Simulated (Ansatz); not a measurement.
Program: Ansatz. Geometries: PBE0-D4/def2-TZVP. ΔE: electronic, gas phase. CCSD(T)/CBS adds triple-zeta CCSD(T) − MP2 to the extrapolated MP2 energy (def2 sets, frozen cores). This one scheme is used for every species. Functionals use def2-TZVPP. B3LYP here is the variant with VWN-RPA as its local correlation; programs differ in this. HSE06 is defined as in plane-wave codes. One conformer a species, not always the lowest.

`C[CH2][AlH][OH]` + `C=CF` → `[OH][AlH]/[CH]=C/F` + ethane  (formal exchange of groups at the Al–C bond)

`C[CH2][AlH][OH]`:

```xyz
11

C    -1.204    0.134    0.700
C    -0.131   -0.861    0.256
Al    1.353   -0.126   -0.788
O     1.421    1.528   -1.176
H    -1.679    0.624   -0.155
H    -2.001   -0.346    1.276
H    -0.786    0.925    1.329
H    -0.584   -1.669   -0.335
H     0.297   -1.373    1.128
H     2.563   -0.990   -1.329
H     0.751    2.155   -0.907
```

`C=CF`:

Cartesian coordinates in Å:
```
C 0.162 -0.015 -0.682
C -0.167 0.079 0.589
F 0.049 -0.913 1.458
H 0.625 -0.907 -1.083
H -0.036 0.818 -1.342
H -0.633 0.937 1.060
```

`[OH][AlH]/[CH]=C/F`:

```xyz
9

O     0.924    1.763   -0.272
Al   -0.043    0.925    0.845
C    -0.530   -0.851    0.292
C    -0.101   -1.294   -0.881
F    -0.388   -2.514   -1.351
H     1.243    2.653   -0.135
H    -0.479    1.596    2.210
H    -1.141   -1.534    0.877
H     0.515   -0.743   -1.585
```

`CC`:

Cartesian coordinates in Å:
```
C 0.672 0.303 -0.181
C -0.672 -0.303 0.181
H 1.172 -0.273 -0.964
H 0.563 1.327 -0.546
H 1.342 0.332 0.682
H -1.172 0.273 0.964
H -0.563 -1.327 0.545
H -1.342 -0.332 -0.682
```

```csv
level,ΔE (kJ/mol),difference from CCSD(T)/CBS
LDA (SPW92),-37.9,2.0
revPBE-D4,-40.3,-0.4
B97M-V,-45.2,-5.3
r2SCANh-D4,-43.4,-3.5
HSE06-D4,-40.5,-0.6
B2PLYP,-43.1,-3.2
B3LYP,-42.1,-2.2
CAM-B3LYP,-41.4,-1.5
HF/def2-SVP,-47.7,-7.8
CCSD(T)/def2-SVP,-42.7,-2.8
CCSD(T)/CBS,-39.9,0
```

**Question.** What do rigid-rotor, harmonic-oscillator terms from PBE0-D4/def2-TZVP frequencies (298.15 K, 1 bar) make of the CCSD(T)/CBS value? (Best estimate.)

**Answer.** Computed: ΔZPE = +2.5 kJ/mol, ΔH = -37.0 kJ/mol, ΔS = -20 J/(mol·K), ΔG = -31.2 kJ/mol.

Largest T1 diagnostic among the species: 0.013.

In def2-TZVPP, CCSD(T) changes the Hartree–Fock value by +5.5 kJ/mol (the triples alone add −0.2 kJ/mol) and MP2 by +3.2 kJ/mol. Leaving LDA and LC-ωPBE aside and taking each functional with its dispersion term where it has one, the values, not all of them listed here, spread over 5.7 kJ/mol, from B97M-V to PBE-D4.
